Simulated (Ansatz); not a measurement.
Molecule: ZnH (charge +1, singlet). 
Geometry from a B3LYP-D3(BJ)/def2-TZVP (Ansatz, a first-principles code) optimisation:
SMILES: [ZnH+]
```xyz
2

Zn     0.0000     0.0000    -0.0496
H      0.0000     0.0000     1.4885
```
Charge +1, spin multiplicity 1.

Basis-set convergence of Hartree-Fock and CCSD(T) correlation energies (hartree) with Ansatz. Valence correlation only, unless marked. No spin-orbit coupling. The frozen core is the preceding noble-gas configuration, with the filled d and f shells of earlier blocks. No relativistic terms.

| basis | functions | E(HF) | E(corr, CCSD(T)) |
|---|---|---|---|
| def2-SVP | 36 | -1777.82674 | -0.28245 |
| def2-TZVPP | 78 | -1778.07016 | -0.45587 |
| def2-QZVPP | 130 | -1778.11159 | -0.48739 |

Extrapolating the two largest sets (X = 3 and 4) as X^-3: E(corr) = (64·(-0.48739) - 27·(-0.45587))/37 = -0.5104 Eh, an estimate of the basis-set limit. The largest set recovers 95.5 % of it, the smallest 55.3 %.
